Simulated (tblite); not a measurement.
Start geometry of `C=CC[C@H](F)C(=O)F` from a force field or distance geometry (Å):
```
atom  x, y, z in Å
C1     1.8695    0.8554   -0.2110
C2     1.1607   -0.2440   -0.0421
C3    -0.0606   -0.5979   -0.7797
C4    -1.2076   -0.7421    0.2237
F5    -2.3567   -1.0701   -0.4295
C6    -1.3092    0.6148    0.8624
O7    -1.1402    0.7905    2.0575
F8    -1.5806    1.6461    0.0138
H9     1.5724    1.6207   -0.9452
H10    2.7475    1.0233    0.3904
H11    1.5078   -0.9584    0.7053
H12   -0.3306    0.1634   -1.5621
H13    0.0396   -1.5759   -1.2572
H14   -0.9129   -1.5262    0.9516
```

Problem. What comes out of this run: GFN2-xTB geometry optimisation, gas phase (tblite 0.8.0)?

Solution. 
```
atom  x, y, z in Å
C1     1.9902    0.8012   -0.2176
C2     1.2481   -0.2713   -0.0215
C3    -0.0195   -0.5620   -0.7628
C4    -1.2112   -0.6982    0.2020
F5    -2.3333   -1.0603   -0.5005
C6    -1.4320    0.6219    0.9024
O7    -0.9175    1.0105    1.8899
F8    -2.2865    1.4121    0.2200
H9     1.7239    1.5550   -0.9399
H10    2.8987    0.9681    0.3330
H11    1.5361   -1.0132    0.7107
H12   -0.2371    0.2257   -1.4870
H13    0.0668   -1.5102   -1.3013
H14   -1.0274   -1.4796    0.9505
```

The energy falls by 0.268 eV over 93 L-BFGS steps, the largest force on an atom goes from 3.38 to 0.009 eV/Å, and the atoms move by 0.250 Å rms after alignment. The bond that changes most is C6=O7 (acyl halide carbon to carbonyl oxygen), which shortens by 0.040 Å. Bonds longer at the end by more than 0.005 Å: 4 of 13; shorter: 6. Among the angles that change most is C4–C6–O7, from 122.5° to 127.8°. Among the dihedrals that turn most is H14–C4–C6–O7, from -3° to 35°. Rotational constants go from 2547, 1748, 1354 to 2750, 1606, 1214 MHz. The orientation of the end geometry is arbitrary; only internal coordinates are fixed.

Time: 0.7 s wall. Hardware: Arm Neoverse N1, one thread, shared host.

Its GFN2-xTB frequencies are all real (lowest 26 cm⁻¹). The numbers are those of one conformer.

These are computed values.
